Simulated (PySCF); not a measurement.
Species: trifluoro(methoxy)silane, CH3F3OSi (charge 0, singlet). SMILES: CO[Si](F)(F)F
Coordinates optimised at B3LYP-D3(BJ)/def2-TZVP (Ansatz):
```xyz
9

Si     0.3974     0.0167    -0.0324
F      0.7139    -1.2546     0.8502
F      0.6104     1.2762     0.8971
F      1.4373     0.0810    -1.2091
O     -1.0735    -0.0319    -0.6578
C     -2.3172    -0.0949     0.0416
H     -3.1087    -0.1210    -0.7042
H     -2.3700    -0.9969     0.6537
H     -2.4480     0.7846     0.6743
```
Charge 0, spin multiplicity 1.

Dispersion corrections to the total energy (kcal/mol) from the dftd3 and dftd4 libraries through PySCF: D3(BJ) without and D4 with the three-body term, each with the damping fitted for the functional named.

```csv
functional,D3(BJ),D4
BHLYP,-4.85,-4.78
BP86,-5.61,-5.37
r2SCAN,(withheld),-0.99
TPSSh,-4.05,-4.98
TPSS,-4.42,(withheld)
B3LYP,-6.15,-6.54
LC-wPBE,(withheld),-4.51
```

Problem. Complete the blanks.

Solution. 
- r2SCAN, D3(BJ): -0.96
- TPSS, D4: -5.49
- LC-wPBE, D3(BJ): -3.30
